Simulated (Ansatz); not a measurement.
Reaction (formal exchange of groups at the Si–C bond): `[SiH3]C=S` + `COC(N)(O)F` → `NC(O)(F)O[SiH3]` + `CC=S`

Computed with Ansatz on PBE0-D4/def2-TZVP structures; ΔE is electronic, products minus reactants. CCSD(T)/CBS is the MP2 limit (def2-TZVPP, def2-QZVPP) plus CCSD(T) − MP2 in def2-TZVPP, frozen cores. DFT in def2-TZVPP. B3LYP here is the variant with VWN-RPA as its local correlation; programs differ in this. One conformer a species, not always the lowest.

CCSD(T)/CBS gives -156.0 kJ/mol.

Task: Another level gave -155.5 kJ/mol. Which?
A. MP2/def2-TZVPP
B. HF/def2-TZVPP
C. PBE/def2-TZVPP
D. B3LYP-D4/def2-TZVPP

Result: D. B3LYP-D4 -155.5, PBE -146.6, MP2/def2-TZVPP -162.5, HF/def2-TZVPP -166.8 kJ/mol.

Largest T1 diagnostic among the species: 0.016.

From PBE to PBE0 (25 % exact exchange), in def2-TZVPP and without D4, ΔE moves by −6.2 kJ/mol. In def2-TZVPP, CCSD(T) changes the Hartree–Fock value by +12.5 kJ/mol (the triples alone add +2.2 kJ/mol) and MP2 by +4.3 kJ/mol.
